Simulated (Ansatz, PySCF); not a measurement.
Some isomers of C3H3O, charge -1, singlet:

A. C#CC[O-]
B. C#C[CH-]O
C. O=C1[CH-]C1
D. [C-]#CCO

Quantity: relative energy (electronic energy difference), kJ/mol. Geometries: B3LYP-D3(BJ)/def2-TZVP minima from Ansatz (a quantum-chemistry and plane-wave program), one conformer each, not searched for the lowest. Cores are frozen in the correlated levels unless marked. No spin-orbit coupling. No relativistic terms. CBS marks a two-point X^-3 extrapolation of the correlation energy; Hartree-Fock from the larger set. [CCSD(T)-MP2]/basis is that difference in the basis named. Anions need diffuse functions, which plain sets lack and def2-D sets hold few of. Values are relative to the lowest entry of each level; other isomers of the formula, not listed, may lie lower.

```
   HF-D3(BJ)/def2-TZVPD (PySCF + dftd3)  r2SCAN0/def2-TZVPD (Ansatz)  LC-wPBE/def2-TZVPD (Ansatz)  RI-MP2/CBS(aug-cc-pVTZ,aug-cc-pVQZ)+[CCSD(T)-MP2]/aug-cc-pVTZ (Ansatz)
-  ------------------------------------  ---------------------------  ---------------------------  ----------------------------------------------------------------------
A                                  33.4                         69.1                         76.5                                                              (withheld)
B                                  80.6                        102.4                        121.7                                                              (withheld)
C                                   0.0                          0.0                          0.0                                                              (withheld)
D                                  15.5                         71.9                         82.4                                                              (withheld)
```

Q: Fill in the missing entries.

A: 
- A, RI-MP2/CBS(aug-cc-pVTZ,aug-cc-pVQZ)+[CCSD(T)-MP2]/aug-cc-pVTZ (Ansatz): 42.0
- B, RI-MP2/CBS(aug-cc-pVTZ,aug-cc-pVQZ)+[CCSD(T)-MP2]/aug-cc-pVTZ (Ansatz): 80.7
- C, RI-MP2/CBS(aug-cc-pVTZ,aug-cc-pVQZ)+[CCSD(T)-MP2]/aug-cc-pVTZ (Ansatz): 0.0
- D, RI-MP2/CBS(aug-cc-pVTZ,aug-cc-pVQZ)+[CCSD(T)-MP2]/aug-cc-pVTZ (Ansatz): 36.9
